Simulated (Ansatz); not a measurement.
Calculated with Ansatz (gas phase, PBE0-D4/def2-TZVP geometries, no zero-point term in ΔE). CBS: MP2 limit from def2 TZ/QZ plus the TZ coupled-cluster correction, frozen cores. DFT in def2-TZVPP. def2 core potentials past Kr. For Te outer-core shells are correlated without core-valence functions, which leaves a few kJ/mol of doubt a bond. One conformer a species, not always the lowest.

`COCC[SiH3]` + `[SiH3][TeH]` → `[SiH3]C[Te][SiH3]` + `COC`  (substitution at a C–C bond)

`COCC[SiH3]`:

```xyz
15

C    -1.041    2.440    0.169
O     0.049    1.617   -0.140
C    -0.237    0.255    0.060
C     0.982   -0.565   -0.292
Si    0.742   -2.413   -0.068
H    -1.341    2.335    1.222
H    -1.912    2.210   -0.461
H    -0.737    3.471   -0.010
H    -0.529    0.085    1.109
H    -1.096   -0.041   -0.563
H     1.827   -0.245    0.326
H     1.263   -0.372   -1.333
H     0.408   -2.733    1.347
H     1.988   -3.135   -0.437
H    -0.367   -2.908   -0.929
```

`[SiH3][TeH]`:

```xyz
6

Si    0.027   -0.507   -0.404
Te   -0.831    1.653    0.500
H    -0.112   -1.603    0.587
H    -0.821   -0.789   -1.589
H     1.448   -0.396   -0.816
H     0.290    1.642    1.722
```

`[SiH3]C[Te][SiH3]`:

```xyz
12

Si    0.367   -0.968    1.447
C     0.861    0.761    0.935
Te   -0.776    1.826    0.009
Si   -0.969    0.340   -1.981
H    -0.067   -1.736    0.250
H     1.516   -1.683    2.072
H    -0.753   -0.903    2.419
H     1.127    1.370    1.801
H     1.702    0.776    0.241
H    -1.764   -0.890   -1.740
H     0.396   -0.045   -2.426
H    -1.640    1.153   -3.026
```

`COC`:

```xyz
9

C     1.155   -0.116   -0.017
O    -0.039   -0.778    0.287
C    -1.160    0.025    0.051
H     1.197    0.178   -1.076
H     1.977   -0.802    0.191
H     1.283    0.789    0.595
H    -1.228    0.324   -1.006
H    -2.045   -0.557    0.310
H    -1.141    0.937    0.665
```

```tsv
species	CAM-B3LYP energy (Eh)
`COCC[SiH3]`	-485.03025
`[SiH3][TeH]`	-559.93538
`[SiH3]C[Te][SiH3]`	-889.94427
`COC`	-155.01695
```

Question: Work out ΔE.

Answer: ΔE = (-889.94427) + (-155.01695) − (-485.03025) − (-559.93538) = 0.00441 Eh = +11.6 kJ/mol. CCSD(T)/CBS gives -5.4 kJ/mol.

Largest T1 diagnostic among the species: 0.011.

In def2-TZVPP, CCSD(T) changes the Hartree–Fock value by −13.4 kJ/mol (the triples alone add −3.4 kJ/mol) and MP2 by −20.3 kJ/mol. At CCSD(T), def2-SVP lies +22.7 kJ/mol from the extrapolated value and def2-TZVPP +5.3 kJ/mol.
